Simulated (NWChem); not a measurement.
Molecule: MoN₂H₃OF; SMILES [NH]=[Mo]([NH2])(=[O])[F]

```xyz
8

Mo    -0.0488     0.0227     0.0208
O     -0.9158    -0.0782     1.4509
N     -1.0624    -0.2464    -1.3491
H     -2.0135    -0.4172    -1.6746
F      0.7657     1.6904    -0.1317
N      1.2569    -1.3822    -0.0252
H      1.7088    -1.7309     0.8171
H      1.4291    -1.9942    -0.8171
```
Atoms are numbered in this order, from 1.

Computed with NWChem. Medium grid unless said otherwise, to which SCAN and Minnesota functionals are sensitive. Coordinates come from a PBE0/def2-SVP optimisation. No frequency run checked for a minimum. def2 effective core potentials on Mo; no spin-orbit coupling.

Question: Order these by “highest occupied level (eV)”, lowest first: PBE/def2-SVP; LC-BLYP (range parameter 0.33 per bohr)/def2-SVP; M06-2X/def2-SVP; B3PW91/def2-SVP; M06/def2-SVP.

Answer: LC-BLYP (range parameter 0.33 per bohr)/def2-SVP (-10.29), M06-2X/def2-SVP (-9.44), M06/def2-SVP (-8.25), B3PW91/def2-SVP (-7.85), PBE/def2-SVP (-6.61)
